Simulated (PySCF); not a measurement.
CH6F2Si3, SMILES C1[Si@H]([SiH2][Si@H]1F)F.

Coordinates come from a PBE0-D3(BJ)/def2-SVP optimisation. The structure was generated by enumeration; whether it is a known compound was not checked.

The numbers are results of TDDFT-PBE/def2-SVPD in PySCF 2.14.0, not measurements.

Vertical excitations.  State labels are in the subgroup Cs.

Computed lowest excited states:
```tsv
state	symmetry	energy (eV)	λ (nm)	f	main pairs
S1	A"	4.60	270	0.003	HOMO→LUMO 99 %
S2	A"	5.43	228	0.001	HOMO−2→LUMO 99 %
S3	A'	5.43	228	0.005	HOMO−1→LUMO 87 %
S4	A"	5.84	212	0.122	HOMO→LUMO+1 88 %
S5	A'	5.94	209	0.061	HOMO→LUMO+2 71 %, HOMO→LUMO+3 15 %
S6	A'	6.23	199	0.050	HOMO→LUMO+3 71 %, HOMO→LUMO+2 15 %
S7	A"	6.32	196	0.006	HOMO→LUMO+4 96 %
S8	A"	6.39	194	0.013	HOMO−1→LUMO+2 89 %
S9	A'	6.46	192	0.006	HOMO−1→LUMO+1 94 %
S10	A"	6.60	188	0.017	HOMO−2→LUMO+1 81 %
T1	A"	4.13	300	0	HOMO→LUMO 99 %
T2	A'	4.82	257	0	HOMO−1→LUMO 95 %
T3	A"	5.14	241	0	HOMO→LUMO+1 98 %
T4	A'	5.16	240	0	HOMO→LUMO+2 91 %
```
Triplets are in the Tamm–Dancoff approximation, which puts them higher than full response would, so one can lie above its singlet here.
